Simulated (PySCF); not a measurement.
**Electron correlation in Pd³²⁺ (palladium, charge +32)**

[Ne] 3s2 3p2, high-spin 3P determinant. Calculation: PySCF 2.14, in an even-tempered Gaussian basis (16 s from 4.7 bohr⁻², ratio 2.5; 10 p from 6.1 bohr⁻², ratio 2.5; 5 d from 26 bohr⁻², ratio 2.7; 4 f from 38 bohr⁻², ratio 2.7); no relativity, point nucleus. Frozen: 1s2; 12 electrons correlated; the 17 highest virtual orbitals of each spin left out.

```
  level  correlation energy (mhartree)
   CCSD                        -506.05
    (T)                          -1.67
CCSD(T)                        -507.72
```

Diagnostics: T1 = 0.0011, D1 = 0.0049, largest double amplitude 0.083.

A non-relativistic calculation at this Z misses sizeable relativistic shifts. Spin-orbit coupling is strong in this species (close to jj coupling), so the high-spin LS determinant is a model state, not a physical level.

Cost of the coupled-cluster step: about 21 core-seconds, for 12 correlated electrons.

Iterations:

```
CC2 = 0
CCSD nocc = (np.int64(7), np.int64(5)), nmo = (81, 81)
frozen orbitals [[0, 82, 83, 84, 85, 86, 87, 88, 89, 90, 91, 92, 93, 94, 95, 96, 97, 98], [0, 82, 83, 84, 85, 86, 87, 88, 89, 90, 91, 92, 93, 94, 95, 96, 97, 98]]
max_cycle = 100
direct = 0
conv_tol = 1e-08
conv_tol_normt = 1e-06
diis_space = 8
diis_start_cycle = 0
Init t2, MP2 energy = -0.476489848208514
Init E_corr(UCCSD) = -0.476489848208532
cycle = 1  E_corr(UCCSD) = -0.496977673884651  dE = -0.0204878257  norm(t1,t2) = 0.0215927
cycle = 2  E_corr(UCCSD) = -0.503020956780192  dE = -0.0060432829  norm(t1,t2) = 0.00760814
cycle = 3  E_corr(UCCSD) = -0.506099266801176  dE = -0.00307831002  norm(t1,t2) = 0.00285093
cycle = 4  E_corr(UCCSD) = -0.506043848833957  dE = 5.54179672e-05  norm(t1,t2) = 0.000181935
cycle = 5  E_corr(UCCSD) = -0.506045385879692  dE = -1.53704573e-06  norm(t1,t2) = 8.42236e-06
cycle = 6  E_corr(UCCSD) = -0.506044958394619  dE = 4.27485073e-07  norm(t1,t2) = 6.34779e-07
cycle = 7  E_corr(UCCSD) = -0.506045022849816  dE = -6.44551976e-08  norm(t1,t2) = 9.38429e-08
cycle = 8  E_corr(UCCSD) = -0.506045020401685  dE = 2.44813136e-09  norm(t1,t2) = 1.10597e-08
UCCSD converged
E(UCCSD) = -4146.305505991242  E_corr = -0.5060450204016851
UCCSD(T) correction = -0.00166625908134303
```

At this charge a non-relativistic calculation is a model, useful for the Z dependence of the correlation energy.

Spin-orbit coupling is strong in this species, so the high-spin LS determinant is a model state.
